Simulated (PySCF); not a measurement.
A mixed set of molecules.

All values: B3LYP/def2-SVPD (PySCF) at GFN2-xTB geometries, gas phase, one conformer each. Core orbitals are frozen in the response; Δα² is half the sum of the squared differences of the principal polarisabilities.

Question: Rank by HOMO energy, highest first.
A. `ClCCOC1CC1`
B. `C(CN)(C=C)C=C`
C. `CC#C[Si@H]1C[C@@H](F)C1`
D. `Cc1cc(S)ccn1`

Answer: B (-6.53 eV), D (-6.75 eV), A (-7.16 eV), C (-7.37 eV).

Question: Rank by HOMO–LUMO gap, lowest first.
A. `C=CC(C=C)CN`
B. `C=CC(=O)[SiH2]F`
C. `ClCCOC1CC1`
D. `Cc1cc(S)ccn1`
E. `C#C[C@@H](C)[C@H]1C[Si@@H]1F`
F. `CC#C[Si@H]1C[C@H](C1)F`

Answer: B (4.50 eV), D (5.77 eV), A (6.03 eV), E (6.62 eV), F (6.93 eV), C (7.40 eV).

All values together:

| SMILES | formula | μ (D) | HOMO (eV) | LUMO (eV) | α (Å³) | Δα (Å³) | electrons | α per electron (Å³) |
| --- | --- | --- | --- | --- | --- | --- | --- | --- |
| CC#C[Si@H]1C[C@@H](F)C1 | C6H9FSi | 2.65 | -7.37 | -0.44 | 14.57 | 7.82 | 68 | 0.214 |
| C#C[C@@H](C)[C@H]1C[Si@@H]1F | C6H9FSi | 1.25 | -6.79 | -0.17 | 14.00 | 6.50 | 68 | 0.206 |
| ClCCOC1CC1 | C5H9ClO | 1.94 | -7.16 | 0.24 | 11.62 | 4.54 | 64 | 0.182 |
| C=CC(=O)[SiH2]F | C3H5FOSi | 2.43 | -7.08 | -2.58 | 9.68 | 4.40 | 54 | 0.179 |
| C=CC(C=C)CN | C6H11N | 1.01 | -6.53 | -0.50 | 12.42 | 3.57 | 54 | 0.230 |
| Cc1cc(S)ccn1 | C6H7NS | 1.32 | -6.75 | -0.98 | 14.65 | 9.01 | 66 | 0.222 |

Conformers: `[CH3:1][C:2]#[C:3][Si@H:4]1[CH2:5][C@@H:6]([F:7])[CH2:8]1` with C3–Si4–C5–C6 124°, Si4–C5–C6–F7 -135°, C5–C6–C8–Si4 14°, C3–Si4–C8–C6 -124°; `[CH:1]#[C:2][C@@H:3]([CH3:4])[C@H:5]1[CH2:6][Si@@H:7]1[F:8]` with C2–C3–C5–C6 78°; `[Cl:1][CH2:2][CH2:3][O:4][CH:5]1[CH2:6][CH2:7]1` with Cl1–C2–C3–O4 177°, C2–C3–O4–C5 73°, C3–O4–C5–C6 -166°; `[CH2:1]=[CH:2][C:3](=[O:4])[SiH2:5][F:6]` with C1–C2–C3–O4 -175°, C2–C3–Si5–F6 48°; `[CH2:1]=[CH:2][CH:3]([CH:4]=[CH2:5])[CH2:6][NH2:7]` with C1–C2–C3–C4 132°, C2–C3–C4–C5 -131°, C2–C3–C6–N7 -61°, C3–C6–N7–H -60° and 60°; `[CH3:1][c:2]1[cH:3][c:4]([SH:5])[cH:6][cH:7][n:8]1` with C3–C4–S5–H 180°.

Question: How closely does the mean polarisability follow the number of electrons in this set?

Answer: The correlation coefficient is 0.78; α per electron runs from 0.179 to 0.230 Å³.
